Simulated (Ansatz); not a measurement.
**Molecular dynamics of NaH₂₀ClO₁₀**

input.yaml

```yaml
crystal:
  lattice:
    - [7.647167, 0.0, 0.0]
    - [0.0, 7.647167, 0.0]
    - [0.0, 0.0, 7.647167]
  atoms:
    - { symbol: O, position: [0.27133797, 0.77938111, 0.88263781] }
    - { symbol: H, position: [0.16581043, 0.80790241, 0.83465639] }
    - { symbol: H, position: [0.2864651, 0.66326569, 0.82702483] }
    - { symbol: O, position: [0.01880716, 1.05203231, 0.09752075] }
    - { symbol: H, position: [-0.0762228, 1.1267532, 0.03950817] }
    - { symbol: H, position: [-0.00632822, 0.92341322, 0.10959627] }
    - { symbol: O, position: [0.27601903, 0.44294232, 0.73272164] }
    - { symbol: H, position: [0.39516873, 0.40119909, 0.68114] }
    - { symbol: H, position: [0.22104084, 0.48605042, 0.62310502] }
    - { symbol: O, position: [0.94007953, 0.71409315, 0.16150791] }
    - { symbol: H, position: [0.90582434, 0.60859494, 0.09007086] }
    - { symbol: H, position: [0.85683567, 0.71850304, 0.25907319] }
    - { symbol: O, position: [0.37433267, 0.85101024, 0.23136074] }
    - { symbol: H, position: [0.41433959, 0.97038082, 0.19387116] }
    - { symbol: H, position: [0.36444851, 0.79495887, 0.11205429] }
    - { symbol: O, position: [0.45544903, 0.13157596, 0.97989878] }
    - { symbol: H, position: [0.57812883, 0.15909741, 1.00889259] }
    - { symbol: H, position: [0.45951307, 0.03427105, 0.89695468] }
    - { symbol: O, position: [0.59013861, 0.32981093, 0.59255443] }
    - { symbol: H, position: [0.69312243, 0.33552131, 0.67053635] }
    - { symbol: H, position: [0.61983743, 0.23610145, 0.50814061] }
    - { symbol: O, position: [0.76634636, 0.09397069, 0.36233051] }
    - { symbol: H, position: [0.85306275, 0.10514382, 0.27170354] }
    - { symbol: H, position: [0.75427158, -0.02777101, 0.39622179] }
    - { symbol: O, position: [0.68580258, 0.73066997, 0.40094994] }
    - { symbol: H, position: [0.56340584, 0.76118065, 0.39397299] }
    - { symbol: H, position: [0.70274858, 0.65768509, 0.49743575] }
    - { symbol: O, position: [0.14920788, 0.62676629, 0.45524773] }
    - { symbol: H, position: [0.23298083, 0.7065082, 0.40094688] }
    - { symbol: H, position: [0.05995766, 0.59758516, 0.35995266] }
    - { symbol: Na, position: [0.19934657, 0.28324067, -0.00111621] }
    - { symbol: Cl, position: [0.81021319, 0.33067237, 0.93679077] }
basis:
  ecutwfc: 200.0
kpoints:
  mp_grid: { grid: [1, 1, 1] }
hamiltonian:
  xc: pbe
  dispersion: d3bj
scf:
  occupations: { method: fermi_dirac, width: 0.05 }
  lower_state_search: "off"
  max_iter: 92
md:
  timestep: 0.5
  n_steps: 200
  ensemble: nvt_langevin
  temperature: 400.0
  initial_velocities: maxwell_boltzmann
  seed: 668360
  friction: 0.005
```

Run as:

```bash
$ ansatz run input.yaml --threads 1 --pin off --max-ram 3072MiB --backend cpu --events-out ev --progress --plain --runs-dir out
```

It goes on from the last frame of an earlier run, with new velocities.

Output, in part (step lines):

```
md step     0: t =     0.00 fs  T =   387.5 K  F+E_penalty+E_count = -8497.15216079 eV  E_kin = 1.602824 eV  (10 SCF iters)
md step     1: t =     0.50 fs  T =   403.7 K  F+E_penalty+E_count = -8497.20679922 eV  E_kin = 1.669757 eV  (7 SCF iters)
md step     2: t =     1.00 fs  T =   440.7 K  F+E_penalty+E_count = -8497.29520038 eV  E_kin = 1.822671 eV  (7 SCF iters)
md step     3: t =     1.50 fs  T =   443.9 K  F+E_penalty+E_count = -8497.37141087 eV  E_kin = 1.836163 eV  (7 SCF iters)
md step     4: t =     2.00 fs  T =   448.3 K  F+E_penalty+E_count = -8497.39782279 eV  E_kin = 1.854472 eV  (7 SCF iters)
md step     5: t =     2.50 fs  T =   436.3 K  F+E_penalty+E_count = -8497.37405218 eV  E_kin = 1.804803 eV  (5 SCF iters)
md step     6: t =     3.00 fs  T =   420.7 K  F+E_penalty+E_count = -8497.33948843 eV  E_kin = 1.740190 eV  (5 SCF iters)
md step     7: t =     3.50 fs  T =   417.2 K  F+E_penalty+E_count = -8497.31891884 eV  E_kin = 1.725813 eV  (5 SCF iters)
[... lines left out ...]
md step   200: t =   100.00 fs  T =   363.7 K  F+E_penalty+E_count = -8497.26361389 eV  E_kin = 1.504197 eV  (7 SCF iters)
```

The steps, from the saved trajectory:

```json
{"time (fs)": "0.0", "T (K)": "388", "potential energy less start (eV)": "0.000"}
{"time (fs)": "3.0", "T (K)": "421", "potential energy less start (eV)": "-0.187"}
{"time (fs)": "6.0", "T (K)": "380", "potential energy less start (eV)": "-0.037"}
{"time (fs)": "9.0", "T (K)": "351", "potential energy less start (eV)": "0.095"}
{"time (fs)": "12.0", "T (K)": "398", "potential energy less start (eV)": "-0.097"}
{"time (fs)": "15.0", "T (K)": "391", "potential energy less start (eV)": "-0.121"}
{"time (fs)": "18.0", "T (K)": "346", "potential energy less start (eV)": "-0.025"}
{"time (fs)": "21.0", "T (K)": "346", "potential energy less start (eV)": "0.041"}
{"time (fs)": "24.0", "T (K)": "373", "potential energy less start (eV)": "-0.091"}
{"time (fs)": "27.0", "T (K)": "365", "potential energy less start (eV)": "-0.014"}
{"time (fs)": "30.0", "T (K)": "405", "potential energy less start (eV)": "-0.065"}
{"time (fs)": "33.0", "T (K)": "462", "potential energy less start (eV)": "-0.393"}
{"time (fs)": "36.0", "T (K)": "366", "potential energy less start (eV)": "-0.122"}
{"time (fs)": "39.0", "T (K)": "394", "potential energy less start (eV)": "-0.279"}
{"time (fs)": "42.0", "T (K)": "393", "potential energy less start (eV)": "-0.283"}
{"time (fs)": "45.0", "T (K)": "306", "potential energy less start (eV)": "0.071"}
{"time (fs)": "48.0", "T (K)": "310", "potential energy less start (eV)": "-0.063"}
{"time (fs)": "51.0", "T (K)": "292", "potential energy less start (eV)": "0.039"}
{"time (fs)": "54.0", "T (K)": "254", "potential energy less start (eV)": "0.161"}
{"time (fs)": "57.0", "T (K)": "274", "potential energy less start (eV)": "0.044"}
{"time (fs)": "60.0", "T (K)": "313", "potential energy less start (eV)": "-0.114"}
{"time (fs)": "63.0", "T (K)": "267", "potential energy less start (eV)": "0.052"}
{"time (fs)": "66.0", "T (K)": "288", "potential energy less start (eV)": "0.021"}
{"time (fs)": "69.0", "T (K)": "347", "potential energy less start (eV)": "-0.202"}
{"time (fs)": "72.0", "T (K)": "323", "potential energy less start (eV)": "-0.098"}
{"time (fs)": "75.0", "T (K)": "334", "potential energy less start (eV)": "-0.081"}
{"time (fs)": "78.0", "T (K)": "352", "potential energy less start (eV)": "-0.233"}
{"time (fs)": "81.0", "T (K)": "308", "potential energy less start (eV)": "-0.099"}
{"time (fs)": "84.0", "T (K)": "291", "potential energy less start (eV)": "0.035"}
{"time (fs)": "87.0", "T (K)": "330", "potential energy less start (eV)": "-0.172"}
{"time (fs)": "90.0", "T (K)": "317", "potential energy less start (eV)": "0.001"}
{"time (fs)": "93.0", "T (K)": "324", "potential energy less start (eV)": "0.051"}
{"time (fs)": "96.0", "T (K)": "407", "potential energy less start (eV)": "-0.248"}
{"time (fs)": "99.0", "T (K)": "335", "potential energy less start (eV)": "-0.052"}
```

All steps were run. The mean temperature of the second half is 21 % below the set value. A run of 0.1 ps of so small a system gives no equilibrium averages. The plane-wave cutoff is below what these datasets need, so energies and pressures aren't converged. Limits of this set-up: coarse k mesh.

Mean squared displacements from the first frame to the last, about the centre of mass: O 0.10 Å², H 0.21 Å², Na 0.10 Å², Cl 0.14 Å².

Last frame:

```xyz
32
Lattice="7.6472 0.0000 0.0000 0.0000 7.6472 0.0000 0.0000 0.0000 7.6472" Properties=species:S:1:pos:R:3
O 1.861 6.027 6.873
H 1.006 6.346 6.849
H 1.949 5.154 6.506
O 0.429 8.222 0.581
H -0.313 8.738 0.291
H 0.339 7.318 0.855
O 1.979 3.340 5.582
H 2.774 3.100 5.128
H 1.478 3.833 4.963
O 7.400 5.337 1.025
H 7.109 4.556 0.519
H 6.647 5.465 1.547
O 2.700 6.641 1.934
H 3.148 7.452 1.773
H 2.395 6.181 1.083
O 3.579 0.889 7.674
H 4.528 1.149 7.638
H 3.612 -0.011 7.380
O 4.533 2.245 4.842
H 5.153 2.433 5.624
H 5.074 1.822 4.117
O 6.189 0.586 2.974
H 6.663 0.725 2.193
H 6.619 -0.065 3.492
O 5.135 5.336 2.713
H 4.330 5.761 2.407
H 4.923 4.746 3.432
O 1.170 4.691 3.530
H 1.435 5.606 3.410
H 0.475 4.613 2.915
Na 1.801 2.166 -0.152
Cl 6.024 2.739 7.442
```

Run time: 3.1 min on 1 thread of Arm Neoverse V1, with other jobs on the host, peak memory 0.31 GiB.
